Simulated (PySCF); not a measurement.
Ta+ (tantalum, charge +1): UHF calculation

Configuration: [Xe] 4f14 5d3 6s1, high-spin 5F determinant. All numbers are calculated (PySCF 2.14, a scalar-relativistic core potential, in cc-pVTZ-PP with ECP60MDF).

- Total energy: -56.534313 hartree
- One-electron energy: -91.8582 hartree
- Hartree (Coulomb) energy: 41.3498 hartree
- Exchange energy: -6.0259 hartree
- ⟨S²⟩: 6.0060
- ⟨L²⟩: 12.042
- Sum of ⟨r⟩: 19.63 bohr
- Sum of ⟨r²⟩: 40.95 bohr²
- Time after the integrals: 0.32 s of wall time on 1 thread of Neoverse-V2 (shared host)

```csv
shell,electrons,mean orbital energy (hartree),"rms radius, mean of both spins (bohr)"
5s α,1,-3.47562,1.19
5s β,1,-3.36498,1.19
5p α,3,-2.09315,1.40
5p β,3,-1.92771,1.40
5d α,3,-0.59217,2.24
6s α,1,-0.53069,3.35
```

Energies and moments cover only the electrons outside the core potential. Spin-orbit coupling, absent here, splits the open shell strongly.
